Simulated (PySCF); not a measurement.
Isomers of C6H14N2OSi, mass 158.088 u with the commonest isotopes. Method used: PBE0/pcSseg-1 in PySCF (dipole) on a GFN2-xTB geometry, gas phase. One conformer each, none proved a minimum here; rigid rotors.

**Question.** Order these by rotational constant B, largest first.
A. `[CH3:1][C:2]#[C:3][CH2:4][CH2:5][NH:6][Si@:7]([CH3:8])([NH2:9])[OH:10]` with C3–C4–C5–N6 180°, C4–C5–N6–Si7 89°, C5–N6–Si7–C8 -56°, N6–Si7–N9–H 60° and -168°, N6–Si7–O10–H 56°
B. `[CH3:1][O:2][C@@H:3]1[CH:4]=[N:5][N:6]([SiH:7]([CH3:8])[CH3:9])[CH2:10]1` with C1–O2–C3–C4 -169°, N5–N6–Si7–C8 -142°
C. `[CH2:1]=[CH:2]/[CH:3]=[C:4](\[CH3:5])[Si:6]([NH2:7])([NH2:8])[O:9][CH3:10]` with C1–C2–C3–C4 180°, C3–C4–Si6–N7 -101°, C4–Si6–N7–H 44° and 176°, C4–Si6–N8–H 59° and -168°, C4–Si6–O9–C10 67°

**Answer.** C (714.2 MHz), B (615.5 MHz), A (394.6 MHz).

**Question.** Order these by radius of gyration √(Σ m r²/M), largest first.
A. `[CH2:1]=[CH:2]/[CH:3]=[C:4](\[CH3:5])[Si:6]([NH2:7])([NH2:8])[O:9][CH3:10]` with C1–C2–C3–C4 180°, C3–C4–Si6–N7 -101°, C4–Si6–N7–H 44° and 176°, C4–Si6–N8–H 59° and -168°, C4–Si6–O9–C10 67°
B. `[CH3:1][O:2][C@@H:3]1[CH:4]=[N:5][N:6]([SiH:7]([CH3:8])[CH3:9])[CH2:10]1` with C1–O2–C3–C4 -169°, N5–N6–Si7–C8 -142°
C. `[CH3:1][C:2]#[C:3][CH2:4][CH2:5][NH:6][Si@:7]([CH3:8])([NH2:9])[OH:10]` with C3–C4–C5–N6 180°, C4–C5–N6–Si7 89°, C5–N6–Si7–C8 -56°, N6–Si7–N9–H 60° and -168°, N6–Si7–O10–H 56°

**Answer.** C (2.960 Å), B (2.520 Å), A (2.448 Å).

**Question.** Order these by rotational constant C, smallest first.
A. `[CH2:1]=[CH:2]/[CH:3]=[C:4](\[CH3:5])[Si:6]([NH2:7])([NH2:8])[O:9][CH3:10]` with C1–C2–C3–C4 180°, C3–C4–Si6–N7 -101°, C4–Si6–N7–H 44° and 176°, C4–Si6–N8–H 59° and -168°, C4–Si6–O9–C10 67°
B. `[CH3:1][O:2][C@@H:3]1[CH:4]=[N:5][N:6]([SiH:7]([CH3:8])[CH3:9])[CH2:10]1` with C1–O2–C3–C4 -169°, N5–N6–Si7–C8 -142°
C. `[CH3:1][C:2]#[C:3][CH2:4][CH2:5][NH:6][Si@:7]([CH3:8])([NH2:9])[OH:10]` with C3–C4–C5–N6 180°, C4–C5–N6–Si7 89°, C5–N6–Si7–C8 -56°, N6–Si7–N9–H 60° and -168°, N6–Si7–O10–H 56°

**Answer.** C (389.4 MHz), B (522.7 MHz), A (592.1 MHz).

```
                    SMILES  point group  Ia (u·Å²)  Ib (u·Å²)  Ic (u·Å²)      κ  μa (D)  μb (D)  μc (D)
CO[C@@H]1C=NN([SiH](C)C)C1           C1     219.91     821.03     966.81  -0.90    0.85    2.21    1.07
   C=C/C=C(\C)[Si](N)(N)OC           C1     334.32     707.59     853.61  -0.73    0.81    0.15    0.25
       CC#CCCN[Si@](C)(N)O           C1     191.13    1280.75    1297.90  -1.00    0.20    0.95    0.99
```
